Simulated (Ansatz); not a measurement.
```yaml
crystal:
  periodic: [false, false, false]
  atoms:
    - {symbol: C, position_ang: [0.037632, -1.408562, -2.605351]}
    - {symbol: C, position_ang: [0.764451, -0.943040, -1.396019]}
    - {symbol: C, position_ang: [1.455894, -1.814117, -0.470944]}
    - {symbol: Ga, position_ang: [-0.147870, 0.643879, -0.726720]}
    - {symbol: F, position_ang: [-1.131449, 1.534034, -1.801621]}
    - {symbol: C, position_ang: [-0.393535, 1.446178, 1.155029]}
    - {symbol: C, position_ang: [-1.816053, 1.550126, 1.545913]}
    - {symbol: C, position_ang: [0.540720, 0.693144, 2.519504]}
    - {symbol: H, position_ang: [-0.789909, -1.883018, -2.250567]}
    - {symbol: H, position_ang: [-0.285886, -0.679557, -3.394062]}
    - {symbol: H, position_ang: [0.747726, -2.219779, -3.159173]}
    - {symbol: H, position_ang: [1.699009, -0.254125, -1.945933]}
    - {symbol: H, position_ang: [1.771310, -1.497700, 0.463017]}
    - {symbol: H, position_ang: [1.894370, -2.655556, -1.064739]}
    - {symbol: H, position_ang: [0.458362, -2.298250, 0.105177]}
    - {symbol: H, position_ang: [0.051307, 2.517724, 0.966503]}
    - {symbol: H, position_ang: [-2.090381, 2.144486, 2.300698]}
    - {symbol: H, position_ang: [-2.087983, 0.631657, 1.629126]}
    - {symbol: H, position_ang: [-2.512744, 1.968271, 0.784625]}
    - {symbol: H, position_ang: [0.103857, -0.238479, 2.402969]}
    - {symbol: H, position_ang: [0.032680, 1.405817, 3.227888]}
    - {symbol: H, position_ang: [1.515328, 0.648277, 2.007304]}
basis:
  gaussian: {orbitals: cc-pVDZ}
hamiltonian: {xc: {name: revPBE0}, dispersion: d3bj}
relax: {f_tol: 0.0001, max_steps: 2}
output: {forces: true}
```

```sh
$ ansatz run in.yaml --threads 4 --pin off --events-out ev --progress --plain --max-ram 46080MiB --backend cuda --devices 0, --max-vram 37GiB
```

(1) How does Ansatz answer? (Estimate.)

## Answers

(1) Computed: No converged result was reached.
```
Functional definition: revPBE0
  name "revPBE0"
  cite "Zhang & Yang, Phys. Rev. Lett. 80, 890 (1998) doi:10.1103/PhysRevLett.80.890"
  cite "Adamo & Barone, J. Chem. Phys. 110, 6158 (1999) doi:10.1063/1.478522"
  cite "Perdew, Burke & Ernzerhof, Phys. Rev. Lett. 77, 3865 (1996) doi:10.1103/PhysRevLett.77.3865"
  parameter a = 0.25
  parameter kappa = 1.245
  parameter beta = 0.06672455060314922
  exchange = (1 - a)*pbe_x(kappa = kappa, mu = beta*pi^2/3) + a*exact_x
  correlation = pbe_c(beta = beta)
2141 factors; integrals over basis functions are off by at most 3.0e-4 eV
mean field evaluation 1: about -61519.2471 eV, gradient 7.9e1 eV
mean field evaluation 2: about -61511.2757 eV, gradient 9.8e1 eV
mean field evaluation 4: about -61534.0751 eV, gradient 3.9e0 eV
mean field evaluation 8: about -61534.1608 eV, gradient 5.7e-2 eV
mean field evaluation 16: about -61534.1608 eV, gradient 1.7e-5 eV
mean field -61534.16078267 eV, -2261.3386994109 hartree, gradient 1.7e-5 eV, S^2 0.000000; 0 other end points of the search recorded, 0 dependent functions left out
the calculation of the forces begins
reference -61534.16082654 eV, -2261.3387010229 hartree; 45, 45 occupied and 150, 150 virtual orbitals, 2141 factors
relax step   1: F+E_penalty+E_count = -61535.23438714 eV  Δ(F+E_penalty+E_count) = +0.000e0 eV  max|allowed force component| = 6.552e0 eV/Å  Δτ_max = 0.0000 Å  (28 SCF iters, accepted)
these checks for a lower state are left out or cut short: starts, cluster_reference, orbital_swaps, neighbouring_geometries, increment
2141 factors; integrals over basis functions are off by at most 4.6e-4 eV
mean field -61537.92136995 eV, -2261.4768984446 hartree, gradient 1.4e-5 eV, S^2 0.000000; 0 other end points of the search recorded, 0 dependent functions left out
the calculation of the forces begins
reference -61537.92141437 eV, -2261.4769000770 hartree; 45, 45 occupied and 150, 150 virtual orbitals, 2141 factors
relax step   2: F+E_penalty+E_count = -61538.98822420 eV  Δ(F+E_penalty+E_count) = -3.754e0 eV  max|allowed force component| = 2.352e0 eV/Å  Δτ_max = 0.1957 Å  (29 SCF iters, accepted)
Error: geometry relaxation did not converge after 2 steps: max|allowed force component| = 2.35e0 eV/Å (threshold 1.0e-4). Raise `relax.max_steps` over both its present limit and 2, loosen `relax.f_tol`, or start from a geometry closer to equilibrium. Where this run's directory can be resumed (`checkpoint.write`), a resume goes on for up to `relax.max_steps` more
```
